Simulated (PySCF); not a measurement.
Molfile (atoms numbered from 1):
```
C5H11ClOSi
     RDKit          3D

 19 18  0  0  0  0  0  0  0  0999 V2000
    3.0676   -0.9074    0.0184 C   0  0  0  0  0  0  0  0  0  0  0  0
    2.2079    0.0520    0.3279 C   0  0  0  0  0  0  0  0  0  0  0  0
    0.9941    0.8365   -0.8766 Si  0  0  1  0  0  4  0  0  0  0  0  0
    1.2075    0.0277   -2.7081 Cl  0  0  0  0  0  0  0  0  0  0  0  0
   -0.8101    0.5259   -0.2927 C   0  0  2  0  0  0  0  0  0  0  0  0
   -1.1846    1.2918    0.9744 C   0  0  0  0  0  0  0  0  0  0  0  0
   -0.8567   -0.8846   -0.1167 O   0  0  0  0  0  0  0  0  0  0  0  0
   -2.1448   -1.4392   -0.0656 C   0  0  0  0  0  0  0  0  0  0  0  0
    3.1312   -1.3081   -0.9802 H   0  0  0  0  0  0  0  0  0  0  0  0
    3.7418   -1.3371    0.7434 H   0  0  0  0  0  0  0  0  0  0  0  0
    2.1884    0.4155    1.3481 H   0  0  0  0  0  0  0  0  0  0  0  0
    1.2205    2.2832   -0.9871 H   0  0  0  0  0  0  0  0  0  0  0  0
   -1.5176    0.8091   -1.0899 H   0  0  0  0  0  0  0  0  0  0  0  0
   -0.9963    2.3521    0.8302 H   0  0  0  0  0  0  0  0  0  0  0  0
   -0.5856    0.9380    1.8097 H   0  0  0  0  0  0  0  0  0  0  0  0
   -2.2365    1.1605    1.2218 H   0  0  0  0  0  0  0  0  0  0  0  0
   -2.7335   -1.1518   -0.9459 H   0  0  0  0  0  0  0  0  0  0  0  0
   -2.0163   -2.5202   -0.0553 H   0  0  0  0  0  0  0  0  0  0  0  0
   -2.6868   -1.1346    0.8367 H   0  0  0  0  0  0  0  0  0  0  0  0
  1  2  2  0
  2  3  1  0
  3  4  1  0
  3  5  1  0
  5  6  1  0
  5  7  1  0
  7  8  1  0
  1  9  1  0
  1 10  1  0
  2 11  1  0
  3 12  1  6
  5 13  1  6
  6 14  1  0
  6 15  1  0
  6 16  1  0
  8 17  1  0
  8 18  1  0
  8 19  1  0
M  END
```

PySCF 2.14.0 with density-fitted response routines calculation with coordinates at the GFN2-xTB level and shielding tensors at PBE0/pcSseg-1 (GIAO); isolated molecule, non-relativistic Hamiltonian, one computed conformer, equivalent nuclei averaged.

Scale: $^{13}$C (σref 186.93), $^{1}$H (σref 31.72), $^{29}$Si (σref 349.16) vs TMS; $^{35}$Cl (σref 949.78) vs HCl; $^{17}$O (σref 336.08) against H2O (reference shieldings calculated alike).

```tsv
atoms	nucleus	count	Hirshfeld charge	δ (ppm)
C2	$^{13}$C	1	-0.14	?
H14/H15/H16	$^{1}$H	3	0.04	1.31
H12	$^{1}$H	1	-0.08	5.19
H10	$^{1}$H	1	0.05	6.66
H9	$^{1}$H	1	0.04	6.43
H13	$^{1}$H	1	0.03	?
C6	$^{13}$C	1	-0.13	14.5
H17/H18/H19	$^{1}$H	3	0.04	3.50
C8	$^{13}$C	1	-0.04	?
C1	$^{13}$C	1	-0.08	146.0
O7	$^{17}$O	1	-0.14	26.2
Cl4	$^{35}$Cl	1	-0.11	?
Si3	$^{29}$Si	1	0.35	-6.1
C5	$^{13}$C	1	-0.04	76.6
H11	$^{1}$H	1	0.04	?
```

Question: Complete the table.

Answer: 
- C2: 137.0 ppm, alkene CH; the olefinic region
- C8: 59.7 ppm, methyl carbon bonded to O; deshielded by the electronegative neighbour
- H11: 6.35 ppm, hydrogen on an alkene CH; attached to an sp2 carbon and in the plane of the double bond
- H13: 3.22 ppm, hydrogen on an sp3 CH bonded to O and Si; its carbon carries O, which withdraws density
- Cl4: -61 ppm, chlorine bonded to Si

Shifts are as computed. Against solution values, carbons near 30 ppm lie about +3 ppm off and those near 130 ppm about +5 ppm. Of 1211 compounds with measured shifts, 218 miss one by over three times the rms of a fit or turn the order of signals round; such compounds aren't used in these exercises. Experimental scales use liquid or dissolved standards, which lie at an offset from isolated H2O (liquid H2O: subtract about 36 ppm).
